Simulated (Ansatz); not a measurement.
Mulliken charges of CH3ClOSi, SMILES `CO[Si]Cl` from PBE/def2-TZVPP in Ansatz (PBE0-D4/def2-TZVP geometry).

```
atom   x (Å)   y (Å)   z (Å)  charge (e)
  C1   0.358   0.753   0.162      -0.129
  O2   0.325  -0.537   0.738      -0.227
 Si3  -0.351  -1.972   0.393       0.303
 Cl4  -1.396  -1.586  -1.406      -0.257
  H5  -0.215   0.787  -0.766       0.091
  H6  -0.058   1.467   0.875       0.110
  H7   1.397   1.021  -0.040       0.110
```

Question: By hand: the dipole of these point charges (1 e Å = 4.8032 D).

Answer: Σ q r = (0.260, 0.180, 0.314) e Å, of length 0.446 e Å = 2.14 D.

Question: How does the dipole of the full density compare? (Estimate.)

Answer: Ansatz gave: (0.159, 0.326, 0.087) e Å, 1.79 D; the point charges give 1.20 times that, at 40° from its direction.

Point charges leave out the atoms' own dipoles, such as those of lone pairs, and Mulliken's split depends on the basis, so the two needn't agree.
